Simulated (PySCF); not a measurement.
Compound: C9H7F3.
Atom-mapped SMILES: `[CH2:1]=[C:2]1[CH:3]=[CH:4][CH:5]=[CH:6][C:7]([C:8]([F:9])([F:10])[F:11])=[CH:12]1` (hydrogens: H13, H14 on C1; H15 on C3; H16 on C4; H17 on C5; H18 on C6; H19 on C12)

The same species was optimised twice, with GFN2-xTB and with PBE0-D3(BJ)/def2-SVP (PySCF), and the same property calculations (PySCF, gas phase) were run on both structures.

| coordinate | GFN2-xTB | PBE0-D3(BJ)/def2-SVP | change |
| --- | --- | --- | --- |
| C1=C2 (Å) | 1.344 | 1.356 | +0.012 |
| C3–C4 (Å) | 1.343 | 1.352 | +0.009 |
| C2–C12 (Å) | 1.452 | 1.461 | +0.009 |
| C4–C5 (Å) | 1.437 | 1.446 | +0.009 |
| C6–C7 (Å) | 1.444 | 1.452 | +0.008 |
| C8–F10 (Å) | 1.347 | 1.339 | -0.008 |
| C8–F9 (Å) | 1.348 | 1.340 | -0.008 |
| C7–C12 (Å) | 1.345 | 1.353 | +0.008 |
| C5–C6 (Å) | 1.344 | 1.351 | +0.007 |
| C2–C3 (Å) | 1.456 | 1.462 | +0.006 |
| C8–F11 (Å) | 1.339 | 1.333 | -0.006 |
| C7–C8 (Å) | 1.510 | 1.511 | +0.001 |
| C2–C12–C7 (°) | 130.0 | 131.3 | +1.3 |
| F10–C8–F11 (°) | 106.1 | 107.3 | +1.2 |
| F9–C8–F11 (°) | 106.1 | 107.3 | +1.2 |
| C7–C8–F9 (°) | 111.8 | 110.7 | -1.1 |
| C6–C7–C8 (°) | 111.8 | 112.8 | +1.0 |
| C7–C8–F10 (°) | 111.9 | 111.0 | -0.9 |
| C7–C8–F11 (°) | 114.5 | 113.6 | -0.9 |
| F9–C8–F10 (°) | 105.8 | 106.7 | +0.9 |
| C6–C7–C8–F9 (°) | 60 | 58 | -2 |

Rotational constants: A = 1588, B = 673.8, C = 517.5 MHz (GFN2-xTB) against A = 1568, B = 674.3, C = 513.6 MHz (PBE0-D3(BJ)/def2-SVP).

On the GFN2-xTB structure: HOMO (eV) -6.11 [PBE0/pcSseg-1]; LUMO (eV) -2.26 [PBE0/pcSseg-1]; dipole (D) 2.79 [PBE0/pcSseg-1]; GIAO shielding of C1 (ppm) 63.9 [PBE0/pcSseg-1]; GIAO shielding of C2 (ppm) 35.4 [PBE0/pcSseg-1]; GIAO shielding of C3 (ppm) 38.5 [PBE0/pcSseg-1]; GIAO shielding of C4 (ppm) 52.7 [PBE0/pcSseg-1]; GIAO shielding of C5 (ppm) 46.1 [PBE0/pcSseg-1]; GIAO shielding of C6 (ppm) 50.9 [PBE0/pcSseg-1]; GIAO shielding of C7 (ppm) 51.4 [PBE0/pcSseg-1]; GIAO shielding of C8 (ppm) 53.7 [PBE0/pcSseg-1].

What do these properties become on the PBE0-D3(BJ)/def2-SVP structure?

```
                                    property          level  on GFN2-xTB  on PBE0-D3(BJ)/def2-SVP  change
                                   HOMO (eV)  PBE0/pcSseg-1        -6.11                    -6.05   +0.06
                                   LUMO (eV)  PBE0/pcSseg-1        -2.26                    -2.29   -0.03
                                  dipole (D)  PBE0/pcSseg-1         2.79                     2.56   -0.23
energy, GFN2-xTB geometry as zero (kcal/mol)  PBE0/pcSseg-1          0.0                     -0.7    -0.7
                  GIAO shielding of C1 (ppm)  PBE0/pcSseg-1         63.9                     62.7    -1.2
                  GIAO shielding of C2 (ppm)  PBE0/pcSseg-1         35.4                     32.9    -2.5
                  GIAO shielding of C3 (ppm)  PBE0/pcSseg-1         38.5                     36.2    -2.3
                  GIAO shielding of C4 (ppm)  PBE0/pcSseg-1         52.7                     50.9    -1.8
                  GIAO shielding of C5 (ppm)  PBE0/pcSseg-1         46.1                     44.9    -1.2
                  GIAO shielding of C6 (ppm)  PBE0/pcSseg-1         50.9                     49.0    -1.9
                  GIAO shielding of C7 (ppm)  PBE0/pcSseg-1         51.4                     49.8    -1.6
                  GIAO shielding of C8 (ppm)  PBE0/pcSseg-1         53.7                     56.0    +2.3
```

The heavy atoms differ by 0.099 Å rms after alignment. Among bonds between heavy atoms C1=C2 changes most (+0.012 Å). Changes are differences of the printed values. Neither structure is proved a minimum here.

Conformer computed: `[CH2:1]=[C:2]1[CH:3]=[CH:4][CH:5]=[CH:6][C:7]([C:8]([F:9])([F:10])[F:11])=[CH:12]1`: C6–C7–C8–F9 58°.
